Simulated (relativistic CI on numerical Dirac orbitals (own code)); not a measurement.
**Cu XIX: computed level list**

Calculated at this level of theory: Dirac-Coulomb-Breit CI, separate exchange-only KLI orbitals for each configuration, QED by a radiative potential, unscaled Slater integrals (own radial code, finite nucleus).

Configuration list (outside the closed core [Ne]): 3s, 3p, 3d, 4s, 4p, 4d, 4f, 5s, 5p, 5d, 5f, 5g, 6s, 6p, 6d, 7s, 7p. Levels of other configurations are missing.

The lowest level is 3s ²S1/2, with 100 % of that term; Hund's rules for 3s give ²S with J = 1/2, in agreement.

```
No.  Configuration  Term    J  E (10³ cm⁻¹)    %  Next component (%)  Lifetime (s)
  1             3s    ²S  1/2           0.0  100                                  
  2             3p   ²P°  1/2         330.2  100                          1.25e-10
  3             3p   ²P°  3/2         366.5  100                          9.07e-11
  4             3d    ²D  3/2         813.1  100                          4.37e-11
  5             3d    ²D  5/2         818.8  100                          5.11e-11
  6             4s    ²S  1/2        2532.4  100                          1.76e-12
  7             4p   ²P°  1/2        2664.9  100                          1.90e-12
  8             4p   ²P°  3/2        2679.1  100                          2.03e-12
  9             4d    ²D  3/2        2844.0  100                          1.18e-12
 10             4d    ²D  5/2        2846.6  100                          1.16e-12
 11             4f   ²F°  5/2        2920.3  100                          5.05e-13
 12             4f   ²F°  7/2        2921.3  100                          5.07e-13
 13             5s    ²S  1/2        3622.8  100                          2.22e-12
 14             5p   ²P°  1/2        3688.5  100                          2.31e-12
 15             5p   ²P°  3/2        3695.5  100                          2.45e-12
 16             5d    ²D  3/2        3775.3  100                          1.52e-12
 17             5d    ²D  5/2        3776.6  100                          1.51e-12
 18             5f   ²F°  5/2        3813.6  100                          9.29e-13
 19             5f   ²F°  7/2        3814.1  100                          9.32e-13
 20             5g    ²G  7/2        3817.7  100                          1.79e-12
 21             5g    ²G  9/2        3818.0  100                          1.79e-12
 22             6s    ²S  1/2        4191.5  100                          3.12e-12
 23             6p   ²P°  1/2        4228.7  100                          3.17e-12
 24             6p   ²P°  3/2        4232.7  100                          3.35e-12
 25             6d    ²D  3/2        4277.4  100                          2.18e-12
 26             6d    ²D  5/2        4278.2  100                          2.17e-12
 27             7s    ²S  1/2        4525.5  100                          4.32e-12
 28             7p   ²P°  1/2        4548.5  100                          4.55e-12
 29             7p   ²P°  3/2        4551.0  100                          4.77e-12
```

Energies count from the lowest computed level; ° marks odd parity; lifetimes are radiative, by E1, M1, E2, M2 decay to levels of this space only.

The mean weight of the leading LS term, summed over parents, in these 29 levels is 100 %, and that of the leading jj configuration (from the same eigenvectors) 100 %.

At this charge energies of transitions that change n are usually good to better than 1 %, and those within a shell (Δn = 0) to a few per cent.
